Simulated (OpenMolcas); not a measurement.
**Tc5+ in a point-charge field**

Tc5+ among 5 point charges of -1 e arranged as a trigonal bipyramid (D3h), 2.18 Å from the ion, with the axial distance 2.311 Å.

| Item | Value |
| --- | --- |
| Program | OpenMolcas 26.06 |
| Method | SS-CASPT2, IPEA 0.25 Eh, imaginary shift 0.1 Eh (closed shells correlated: 4s 4p) |
| Basis | ANO-RCC-VDZP [6s5p3d1f] |
| Scalar Hamiltonian | DKH2, point nucleus |
| Active space | 2 electrons in 5 orbitals (4d) |
| State averaging | 2S+1 = 3 even, 10 roots; 2S+1 = 1 even, 15 roots |
| Spin-orbit coupling | RASSI with atomic mean-field integrals over the reference wave functions |

The lowest spin-free states (labels of D3, the rotations of D3h), above the lowest:

| State | Degeneracy | E (cm-1) | Free-ion L (%) |
| --- | --- | --- | --- |
| 3A2 | 1 | 0 | F (100) |
| 2S+1 = 3 | 2 | 71 | F (100) |
| 3E | 2 | 620 | F (100) |
| 3E | 2 | 2670 | F (100) |
| 1E | 2 | 10480 | D (99) |
| 1E | 2 | 11110 | D (96) |
| 1A1 | 1 | 11240 | D (96) |
| 3A2 | 1 | 12540 | P (100) |
| 3E | 2 | 13160 | P (100) |
| 1A1 | 1 | 17260 | G (100) |
| 1A2 | 1 | 17270 | G (100) |
| 1E | 2 | 18150 | G (96) |
| 1E | 2 | 18190 | G (100) |
| 1E | 2 | 19170 | G (99) |
| 1A1 | 1 | 19770 | G (96) |
| 1A1 | 1 | 42380 | S (100) |

The lowest levels with spin-orbit coupling:

| E (cm-1) | Degeneracy | Label | 2S+1 | g |
| --- | --- | --- | --- | --- |
| 0 | 1 | A1 | 3 |  |
| 68 | 2 | E | 3 | 0.00 0.00 2.20 |
| 590 | 2 | E | 3 | 0.00 0.00 2.62 |
| 2000 | 2 |  | 3 | 0.00 0.00 6.11 |
| 2240 | 1 | A2 | 3 |  |
| 2730 | 2 | E | 3 | 0.00 0.00 5.44 |
| 2920 | 2 | E | 3 | 0.00 0.00 2.13 |
| 3910 | 2 | E | 3 | 0.00 0.00 9.99 |
| 4130 | 1 | A1 | 3 |  |
| 4840 | 2 | E | 3 | 0.00 0.00 1.27 |
| 5660 | 2 | E | 3 | 0.00 0.00 4.37 |
| 6170 | 2 |  | 3 | 0.00 0.00 7.88 |
| 12210 | 2 | E | 1 (79 %) | 0.00 0.00 2.23 |
| 12650 | 1 | A1 | 1 (71 %) |  |
| 12700 | 2 | E | 1 (78 %) | 0.00 0.00 4.39 |
| 13740 | 1 | A1 | 3 |  |
| 14440 | 2 | E | 3 | 0.00 0.00 3.17 |
| 14780 | 1 | A2 | 3 |  |
| 16390 | 2 | E | 3 (83 %) | 0.00 0.00 2.58 |
| 16500 | 1 | A1 | 3 (75 %) |  |

Powder χT (cm3 K/mol): 0.00105 at 2 K, 0.00529 at 10 K, 0.0589 at 50 K, 0.115 at 100 K, 0.183 at 200 K, 0.235 at 300 K. The effective moment at 300 K is 2.828 √(χT) = 1.37 μB.

The lowest level has 2S+1 = 3, for which the spin-only value is χT = S(S+1) / 2 = 1.000 cm3 K/mol (g = 2). The computed 0.235 at 300 K differs by -0.765, through orbital momentum, spin-orbit coupling and any other state in reach.

Roots that are degenerate in the reference are averaged as groups; the widest CASPT2 spread within a group is 110 cm-1 (the 2-fold group of multiplicity 3 near 2670 cm-1 above the lowest state of its run). Shifts and gaps below about the spread of the groups concerned are not significant. Spin-orbit coupling mixes the spin-free states strongly: the lowest level takes only 50 % from its leading state, 3A2. The ground term spreads over less than 5000 cm-1, several times less than with real ligands, so orbital moments are less quenched and χT lies further from the spin-only value than at real sites. Free-ion shares, where given, are those of the reference states; single-state CASPT2 does not remix them. Point charges carry no covalency, so the field is a model and not that of real ligands. An unlabelled pair can be two single states that coincide in this model. No measured value stands beside these numbers.

A state without a sure symmetry label is named by its multiplicity alone. With an even number of electrons the g values are those of a degenerate or nearly degenerate non-Kramers pair.
